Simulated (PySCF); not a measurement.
## Hg+: ionisation energy

Hg+ [Xe] 4f14 5d10 6s1 [6s1/2^1, M_J = 1/2] → Hg(2+) [Xe] 4f14 5d10, as a difference of total energies. Computed with PySCF 2.14 in x2c-QZVPPall-2c, with the two-component X2C-1e Hamiltonian. Correlated levels: [Kr] 4d10 4f14 frozen; the 58 highest virtual spinors dropped. "Screened" scales the spin-orbit matrix elements by Boettger's factors to mimic the two-electron term; Breit and QED terms are absent.

```
                    method  ionisation energy (eV)  error (eV)
           GHF (spin-free)                  17.131      -1.626
          GMP2 (spin-free)                  18.843      +0.086
 GHF (screened spin-orbit)                  17.157      -1.600
GMP2 (screened spin-orbit)                  18.874      +0.117
```

Reference: 18.757 eV (measured; NIST Atomic Spectra Database, ionization energies).
